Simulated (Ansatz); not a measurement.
Reactions of `COB(F)O[SiH3]`.

Computed with Ansatz on PBE0-D4/def2-TZVP structures; ΔE is electronic, products minus reactants. CBS: MP2 limit from def2 TZ/QZ plus the TZ coupled-cluster correction, frozen cores. This one scheme is used for every species. Functionals use def2-TZVPP. For Br outer-core shells are correlated without core-valence functions, which leaves a few kJ/mol of doubt a bond. Scalar relativity is left out up to krypton. Each species was taken in one conformer, which may not be the lowest.

```
                                               reaction  ωB97X-V (kcal/mol)  CCSD(T)/CBS(def2) (kcal/mol)
            `COB(F)O[SiH3]` + H₂O → `COB(O)F` + silanol                 0.8                           1.9
         `COB(F)O[SiH3]` + H₂O → `OB(F)O[SiH3]` + CH₃OH                 0.6                           1.5
           `COB(F)O[SiH3]` + HBr → `COB(F)Br` + silanol                13.9                          13.4
`COB(F)O[SiH3]` + `OC(O)O` → `OC(O)O[SiH3]` + `COB(O)F`                 0.8                           1.0
`COB(F)O[SiH3]` + `C=COCO` → `C=COCOC` + `OB(F)O[SiH3]`                -3.6                          -3.7
            `COB(F)O[SiH3]` + H₂S → `COB(F)S` + silanol                16.6                          16.9
             `COB(F)O[SiH3]` + H₂ → `FBO[SiH3]` + CH₃OH                26.1                          26.3
         `COB(F)O[SiH3]` + H₂S → `FB(S)O[SiH3]` + CH₃OH                17.1                          17.1
        `COB(F)O[SiH3]` + HCl → `FB(Cl)O[SiH3]` + CH₃OH                12.6                          13.1
          `COB(F)O[SiH3]` + H₂S → `COB(S)O[SiH3]` + H–F                20.4                          18.6
```

Largest T1 diagnostic: 0.013, for `FBO[SiH3]`.
